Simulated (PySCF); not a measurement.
A GIAO shielding run with PySCF 2.14 (density fitting, non-relativistic, gas phase) on SMILES O=CO[C@@H]1[SiH2][SiH2]C[C@H]1Cl, C₄H₉ClO₂Si₂:

```
$ OMP_NUM_THREADS=1 python probes_run.py task.json out

{"job": {"kind": "nmr", "xc": "PBE0", "basis": "pcSseg-1"}, "charge": 0, "multiplicity": 1}
O      2.788432    -0.382470    -1.172009
C      2.892343    -0.164762     0.008638
O      1.918936    -0.145611     0.866128
C      0.615850    -0.471426     0.351692
Si     0.331997     0.101188    -1.487955
Si    -1.921132     0.508016    -1.066999
C     -1.829742    -0.077605     0.761559
C     -0.420534     0.156054     1.261832
Cl    -0.238448    -0.515142     2.934384
H      3.851675     0.053041     0.502337
H      0.526265    -1.563394     0.404640
H      0.613511    -0.985413    -2.416853
H      1.036129     1.353519    -1.763960
H     -2.973107    -0.267386    -1.730583
H     -2.398956     1.897902    -1.071609
H     -2.536499     0.429163     1.416115
H     -2.053756    -1.143463     0.821381
H     -0.211724     1.224107     1.369607
```

Hardware: 1 thread of an Arm Neoverse V1, shared host. The job also computes population analyses, field gradients, ring-centre shieldings.

(1) How large is the calculation?

(2) How long does it take, and how much memory does it need?

Answers

(1) 94 electrons, 219 basis functions and 1207 auxiliary functions.

(2) 52 s of wall time, with 14 SCF cycles and 5 response iterations; peak memory 1.1 GiB. Times on a shared host scatter by some tens of per cent.
